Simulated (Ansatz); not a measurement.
```xyz
8

N     0.446   -0.414   -0.811
Al   -0.432    0.402    0.786
Cl    0.874    2.011    1.186
Cl   -2.325    0.899   -0.006
Cl   -0.377   -1.213    2.145
H     1.391   -0.715   -0.589
H    -0.075   -1.224   -1.136
H     0.499    0.254   -1.575
```

The species carries charge 0 and has multiplicity 1.

Task: List the ωB97M-V/def2-TZVPP orbital energies in eV (Ansatz). (An estimate is asked.)

Result: Computed: Occupied: -2771.25, -2771.25, -2771.25, -1533.27, -397.33, -261.66, -261.66, -261.66, -199.10, -199.10, -199.10, -199.03, -199.03, -199.03, -199.02, -199.02, -199.02, -117.73, -77.31, -77.27, -77.27, -29.87, -25.25, -24.81, -24.81, -18.61, -18.61, -16.13, -13.68, -12.66, -12.66, -11.50, -11.47, -11.47, -11.17, -11.17, -10.75. Lowest empty: 0.90, 2.57, 2.79, 2.80, 4.05, 4.06, 4.55, 4.98.
